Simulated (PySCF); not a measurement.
Dipole moment and polarisability of `C[C@@H]1C2(CC2)[C@@]1(C)Cl`

C7H11Cl.
SMILES with atom numbers: `[CH3:1][C@@H:2]1[C:3]2([CH2:4][CH2:5]2)[C@@:6]1([CH3:7])[Cl:8]` (hydrogens: H9, H10, H11 on C1; H12 on C2; H13, H14 on C4; H15, H16 on C5; H17, H18, H19 on C7)

Structure used (GFN2-xTB), in Å, numbered top down from 1:
```xyz
19
C7H11Cl angstrom
C     -1.5125   -1.3433   -0.4508
C     -0.2752   -0.6158   -0.9190
C      0.7519   -0.1318    0.0416
C      2.1848   -0.3590    0.3302
C      1.1614   -0.3963    1.4403
C     -0.0791    0.8678   -0.6599
C     -1.0942    1.7187    0.0541
Cl     0.7140    1.7734   -1.9703
H     -1.7647   -1.0699    0.5702
H     -2.3592   -1.1121   -1.0946
H     -1.3399   -2.4175   -0.4849
H      0.0956   -0.9699   -1.8757
H      2.6308   -1.2897    0.0110
H      2.8550    0.4865    0.2785
H      0.9120   -1.3537    1.8746
H      1.1431    0.4216    2.1459
H     -1.9094    1.9841   -0.6167
H     -1.4981    1.1811    0.9078
H     -0.6263    2.6349    0.4101
```

Level: PBE0/def2-SVPD (PySCF), static field, nuclei fixed, core orbitals frozen in the response. The polarisability tensor in these axes (au):

```
x   95.14  1.06  2.12
y    1.06 93.21 -7.89
z    2.12 -7.89 92.38
```

Problem. Diagonalise the tensor; give its mean and Δα, where Δα² is half the sum of the squared differences of the eigenvalues.

Solution. Principal values 84.42, 95.53 and 100.79 au; mean 93.58 au = 13.87 Å³ = 15.43 × 10⁻⁴⁰ C²·m²/J; Δα = 14.48 au (15 % of the mean).

Problem. What is the dipole moment, and where does it point?

Solution. (-0.81, -1.38, 1.65) D, 2.30 D in size, pointing from the negative to the positive side. Measured along this direction, the outermost atoms are Cl8 at the negative end and H15 at the positive end.

Problem. In TDDFT the mean static polarisability is Σ f/ω² over all singlet excitations (ω in hartree). How much of it do the 6 lowest give? Their energies (eV) and oscillator strengths: 6.52, 0.0018; 6.99, 0.0094; 7.06, 0.0089; 7.49, 0.0064; 7.66, 0.0211; 7.81, 0.0074.

Solution. They add up to 0.75 au, 0.8 % of the 93.58 au; the largest single term is 0.27 au, from the state at 7.66 eV. Terms in order: 0.03, 0.14, 0.13, 0.08, 0.27, 0.09 au. Higher excitations give the rest. The strengths listed sum to 0.055.

Problem. Give the principal axes and the span of the nuclei along them.

Solution. Largest value along (-0.13, 0.71, -0.70), where the nuclei span 4.91 Å; middle along (0.97, 0.24, 0.06), 5.52 Å; least along (-0.21, 0.67, 0.72), 4.19 Å. The strongest response doesn't lie along the longest of the three spans.

Problem. Molar refractivity from α?

Solution. Lorentz–Lorenz: R = (4π/3)N_A α = 2.5225 cm³/(mol·Å³) × 13.87 Å³ = 35.0 cm³/mol, in the limit of long wavelengths.

Problem. Refractivity n − 1 of an ideal gas of it at 400 K and 1 atm, from the electronic α?

Solution. N = p/kT = 1.8347 × 10¹⁹ cm⁻³, so n − 1 = 2π × N × 13.87 × 10⁻²⁴ cm³ = 1599 × 10⁻⁶ at long wavelengths.

Problem. Find the Langevin capture rate constant for NH4+ (18.034 u) meeting this molecule (130.055 u), k = 2.342 × 10⁻⁹ cm³/s × √(α in Å³ / reduced mass in u).

Solution. The reduced mass is 15.84 u, so k = 2.19 × 10⁻⁹ cm³/s. The formula leaves out the permanent dipole, which adds to the capture rate.

Isolated species at its GFN2-xTB geometry, gas phase.
